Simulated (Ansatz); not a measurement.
`CC(C)(C)NN` and `CC(C)(C)N([SiH3])[SiH3]` differ in one atom or group.

Ansatz, PBE0-D4/def2-TZVP geometries, multiplicity 1. Each molecule was computed in one conformer, which needn't be the lowest.

| property | `CC(C)(C)NN` |
| --- | --- |
| size of the dipole moment (PBE/def2-TZVPP) / D | 1.57 |
| LUMO energy (PBE/def2-TZVPP) / eV | 0.05 |
| HOMO–LUMO gap (ωB97M-V/def2-TZVPP) / eV | 11.27 |
| HOMO–LUMO gap (B3LYP/def2-TZVPP) / eV | 6.90 |
| HOMO energy (ωB97M-V/def2-TZVPP) / eV | -9.01 |
| HOMO–LUMO gap (PBE0/def2-TZVPP) / eV | 7.47 |

Task: Give the same properties after the change, and the shifts. (Best estimate.)

Result: Computed: 
| property | `CC(C)(C)N([SiH3])[SiH3]` | shift |
| --- | --- | --- |
| size of the dipole moment (PBE/def2-TZVPP) / D | 1.56 | -0.01 |
| LUMO energy (PBE/def2-TZVPP) / eV | -0.54 | -0.59 |
| HOMO–LUMO gap (ωB97M-V/def2-TZVPP) / eV | 11.16 | -0.11 |
| HOMO–LUMO gap (B3LYP/def2-TZVPP) / eV | 6.87 | -0.03 |
| HOMO energy (ωB97M-V/def2-TZVPP) / eV | -9.23 | -0.22 |
| HOMO–LUMO gap (PBE0/def2-TZVPP) / eV | 7.27 | -0.20 |

With PBE0 the HOMO falls by 0.35 eV and the LUMO falls by 0.55 eV, so the gap narrows by about 0.20 eV. PBE moves the HOMO by -0.54 eV and ωB97M-V by -0.22 eV. Dipoles are sizes alone; their direction can turn.

B3LYP here is the variant with VWN-RPA as its local correlation; programs differ in this.
